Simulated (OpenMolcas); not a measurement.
# V2+: effect of the metal basis

V2+ with its 8 nearest fluoride ions at 2.277 Å, on the Ca site of CaF2 (a = 5.46294 Å, distance in the model lattice 2.366 Å). The rest of the host is ab initio model potentials to 7.6 Å and point charges beyond; the distance is set by hand and nothing relaxes.

| Item | Value |
| --- | --- |
| Program | OpenMolcas |
| Method | CASSCF |
| Spin-orbit coupling | state interaction with AMFI integrals over the reference wave functions |

Fixed: ligand basis ANO-RCC-VDZP, active space 3 electrons in 5 orbitals (3d), DKH2 Hamiltonian.

States (labels of O, the rotations of Oh). Energies in cm-1 above the lowest state or level, χT in cm3 K/mol; under a threefold ground state the first gap can be a small split of the lowest multiplet, not the spin-orbit step; 10Dq and B are least-squares fits to the states below 45000 cm-1, weighted by degeneracy, with a free offset, and given where the rms deviation is under 5 % of |10Dq| (or 100 cm-1) and under 700 cm-1; 10Dq is negative for this site.

| Run | Metal basis | Ground state | First state of that spin | 10Dq | B (rms of fit) | First gap with spin-orbit (degeneracies) | χT at 300 K | First state of another spin | Cost |
| --- | --- | --- | --- | --- | --- | --- | --- | --- | --- |
| A | ANO-RCC-VDZP | 4T1 | 4T2 5062 | -6287 | 938 (169) | 13.2 (4, 2) | 1.643 | 2E 10973 | roughly 26 core-seconds |
| B | ANO-RCC-VTZP | 4T1 | 4T2 4856 | -6082 | 943 (183) | 13.1 (4, 2) | 1.655 | 2E 11233 | roughly 40 core-seconds |

Against A, |10Dq| changes by -3.3 % in B.

Costs are those of the RASSCF and RASSI steps.

An orbital triplet at a regular site is open to Jahn-Teller coupling, which can distort the site and quench the lowest spin-orbit gaps and is left out. Without dynamic correlation the repulsion within the d shell is too large (B by tens of per cent), so at a given field states of lower spin stand too high. Ligand-to-metal charge-transfer states are missing. With no ligand orbital active B as a rule stays too high, so bands that hang on it stand too high and its fall with covalency is understated. With metal d orbitals alone and no dynamic correlation 10Dq can be off by a tenth to a fifth, either way, in oxide and fluoride hosts. No measured value stands beside these numbers; the geometry was set by hand and not optimised.
